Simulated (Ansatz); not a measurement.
Geometry optimisation, RKS B3LYP-D4/6-31G* (Ansatz).

Input:

```yaml
crystal:
  periodic: [false, false, false]
  atoms:
    - { symbol: B, position_ang: [0.022324, -0.544402, -0.34584] }
    - { symbol: H, position_ang: [-0.006157, 0.240947, 1.918838] }
    - { symbol: F, position_ang: [1.147384, 0.100922, -0.545947] }
    - { symbol: F, position_ang: [-1.133037, 0.045763, -0.541525] }
    - { symbol: Cl, position_ang: [0.067294, -2.301446, 0.131057] }
    - { symbol: H, position_ang: [0.031093, -0.465484, 1.943117] }
basis:
  gaussian: { orbitals: "6-31G*" }
hamiltonian:
  xc: b3lyp
  dispersion: d4
relax:
  f_tol: 0.03
  max_steps: 50
```

Run as:

```bash
$ ansatz run input.yaml --threads 1 --pin off --max-ram 2048MiB --backend cpu --events-out ev --progress --plain --runs-dir out
```

Task: Where does it end, and by what steps?

Result: The forces met the threshold. The force dipped under the threshold on the way, but the program's further checks kept it going. After 12 steps the energy has fallen by 0.201 eV; H6 moved furthest, 0.57 Å.

```
step  energy less start (eV)  largest force component (eV/Å)  accepted
   0                  0.0000                           1.498       yes
   1                 -0.1401                           0.721       yes
   2                 -0.0357                           1.992        no
   3                 -0.1410                           0.975       yes
   4                 -0.1882                           0.399       yes
   5                 -0.1946                           0.319       yes
   6                 -0.1989                           0.218       yes
   7                 -0.1965                           0.396        no
   8                 -0.2006                           0.069       yes
   9                 -0.2008                           0.033       yes
  10                 -0.2008                           0.038       yes
  11                 -0.2009                           0.017       yes
  12                 -0.2010                           0.021       yes
```

```xyz
6
Properties=species:S:1:pos:R:3
B 0.027 -0.670 -0.573
H -0.019 0.450 2.307
F 1.146 0.009 -0.697
F -1.124 -0.043 -0.682
Cl 0.069 -2.399 -0.276
H 0.030 -0.271 2.480
```

The run took 25 s on 1 thread of Intel(R) Xeon(R) Platinum 8375C CPU @ 2.90GHz (Ice Lake), on a shared host, peak memory 0.15 GiB.
